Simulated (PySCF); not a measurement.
Level of theory: PBE0-D4/def2-TZVP // PBE0-D4/def2-SVP in PySCF 2.14.0. Gas-phase values, no solvent. Excitations are Tamm–Dancoff values on a coarser integration grid. The basis has no diffuse functions, so Rydberg states are missing or too high.

Reference species (SMILES): `[SiH3]c1ccc(Cl)c2ccccc12` (neutral, multiplicity 1).

```yaml
LUMO: -1.73 eV
T1 excitation (TDA): 2.84 eV
```

Changed species: `[SiH3]c1c(Cl)ccc2ccccc12`.

Problem. What does the change do to the LUMO and T1 excitation (TDA)?

Solution. the LUMO goes up by 0.09 eV, to -1.64 eV; the T1 excitation (TDA) rises by 0.07 eV, to 2.91 eV.
